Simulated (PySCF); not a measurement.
Geometry (Å), atoms numbered from 1 in this order:
```xyz
13

Al    2.367    0.981    0.193
C     0.472    0.640   -0.215
C    -0.178   -0.579    0.457
Si   -1.989   -0.816   -0.020
H     3.176    0.008    1.163
H     3.102    2.239   -0.455
H    -0.088    1.565    0.029
H     0.385    0.570   -1.318
H     0.365   -1.508    0.206
H    -0.122   -0.502    1.557
H    -2.588   -2.019    0.643
H    -2.786    0.389    0.375
H    -2.110   -0.984   -1.503
```

Geometry: PBE0-D3(BJ)/def2-SVP; GIAO absolute shieldings from PySCF, gas phase, non-relativistic, averaged over equivalent atoms.

At PBE0/def2-TZVP (190 basis functions, 16 s wall time on 1 thread of an Arm Neoverse V2, shared host):
```
      atoms  σ (ppm)
        Al1    266.8
         C2    174.2
         C3    181.0
        Si4    392.2
      H5/H6    25.85
H11/H12/H13    27.38
     H9/H10    30.55
      H7/H8    31.03
```

What do these become at CAM-B3LYP/pcSseg-2?

Results:


| atoms | σ at CAM-B3LYP/pcSseg-2 | change |
| --- | --- | --- |
| Al1 | 249.2 | -17.6 |
| C2 | 170.3 | -3.9 |
| C3 | 177.1 | -3.9 |
| Si4 | 390.9 | -1.3 |
| H5/H6 | 26.03 | +0.18 |
| H11/H12/H13 | 27.51 | +0.13 |
| H9/H10 | 30.48 | -0.07 |
| H7/H8 | 30.97 | -0.06 |

The largest change is at Al1 (aluminium bonded to C, 2 H). Cost: 284 basis functions, 44 s wall time on 1 thread of an Arm Neoverse V2, shared host.
